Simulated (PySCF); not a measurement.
CF3CH2Br, C2H2BrF3.
Numbering: `[F:1][C:2]([F:3])([F:4])[CH2:5][Br:6]` (hydrogens: H7, H8 on C5)

A linear-response calculation (PySCF, def2-SVPD basis, gas phase, vertical, core orbitals frozen in the response) gave these numbers; the functional is withheld.

Orbital energies (eV): HOMO-3 -13.42, HOMO-2 -12.94, HOMO-1 -10.05, HOMO -9.94, LUMO 0.24, LUMO+1 1.09, LUMO+2 1.90.

| state | E (eV) | f | main configurations (H = HOMO, L = LUMO) |
| --- | --- | --- | --- |
| S1 | 6.17 | 0.0011 | H→L (93%) |
| S2 | 6.28 | 0.0014 | H-1→L (93%) |
| S3 | 7.91 | 0.047 | H→L+1 (92%) |
| S4 | 8.05 | 0.069 | H-1→L+1 (92%) |
| S5 | 8.90 | 0.044 | H→L+2 (92%) |
| S6 | 8.96 | 0.0097 | H-1→L+2 (71%), H→L+4 (13%), H→L+3 (9%) |

Triplets, Tamm–Dancoff:

```tsv
state	E (eV)	λ (nm)	main configurations (H = HOMO, L = LUMO)
T1	5.46	227.2	H→L (90%), H→L+4 (8%)
T2	5.58	222.3	H-1→L (89%), H-1→L+4 (8%)
T3	7.71	160.9	H→L+1 (89%)
T4	7.85	157.9	H-1→L+1 (89%)
```

Vertical ionisation energy by ΔSCF with the same functional: 11.25 eV. Mean static polarisability: 48.9 au.

Problem. Name the functional.
A. CAM-B3LYP
B. PBE
C. B3LYP
D. HF

Solution. A. CAM-B3LYP is range-separated, 19% exact exchange at short range and 65% at long range (ω = 0.33 bohr⁻¹). In this run −ε(HOMO) = 9.94 eV differs from the ΔSCF value by -1.31 eV, and S1 differs from the orbital gap of 10.18 eV by -4.01 eV. The ratio −ε(HOMO)/IP is 0.88. Small neutral molecules mostly give 0.85 to 0.93 with CAM-B3LYP, 0.5 to 0.7 with PBE, 0.67 to 0.83 with B3LYP; Hartree–Fock can't fall below 1, since the ion's relaxation only lowers the ΔSCF value. The other options: PBE, a GGA without exact exchange; HF, time-dependent Hartree–Fock, 100% exact exchange; B3LYP, a global hybrid with 20% exact exchange.

Computed with TDDFT CAM-B3LYP/def2-SVPD, vertical, gas phase, core orbitals frozen in the response (PySCF). Geometry: PBE0-D3(BJ)/def2-SVP; no solvent, vibrations or thermal averaging. The CAM-B3LYP/def2-SVPD calculation is non-relativistic and has no spin–orbit coupling, an omission that weighs most on bromine.

Conformer computed: `[F:1][C:2]([F:3])([F:4])[CH2:5][Br:6]`: F1–C2–C5–Br6 61°.
